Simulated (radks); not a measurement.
O, 8 electrons, occupied as [He] 2s2 2p4.

Method: Dirac Kohn-Sham, Wu-Cohen GGA, spin-unpolarised, spherical densities, finite nucleus; open shells fill j = l - 1/2 first; Fermi nuclear charge, rms radius 2.6991 fm; computed with a radial shooting solver on a logarithmic mesh with Libxc functionals.

Energy parts (hartree):
| part | energy |
|---|---|
| total | -74.87564 |
| kinetic | 74.77953 |
| electron-nucleus | -177.95480 |
| Hartree | 36.44494 |
| exchange-correlation | -8.14530 |

Orbitals (lengths in bohr, moments of r in powers of bohr; r(max) is where P^2 peaks):
\begin{tabular}{lrrrr}
orbital & occ. & eigenvalue (hartree) & r(max) & <r^4> \\ \hline
1s1/2 & 2 & -18.88170 & 0.1293 & 0.007636 \\
2s1/2 & 2 & -0.87541 & 0.8717 & 5.060 \\
2p1/2 & 2 & -0.33152 & 0.8159 & 12.20 \\
2p3/2 & 2 & -0.33017 & 0.8171 & 12.28 \\
\end{tabular}

The highest occupied level is 2p3/2 at -8.984 eV. For comparison, the ionisation energy in NIST's Atomic Spectra Database is 13.618 eV (measured). In exact Kohn-Sham theory the highest level is minus the ionisation energy, but local and semilocal functionals leave it too shallow, through self-interaction and a potential that decays too fast; potentials with the right tail come closer. The electron density at the nucleus is 320.7 e/bohr^3. The density falls to 0.001 e/bohr^3 at r = 3.28 bohr. Summed over all electrons, <r^2> = 11.77 bohr^2, which gives a Langevin (diamagnetic) susceptibility term of -9.32 x 10^-6 cm^3/mol.

Beside tabulated values, note that spin-unpolarised runs miss the spin-polarisation part of the exchange energy of open shells.
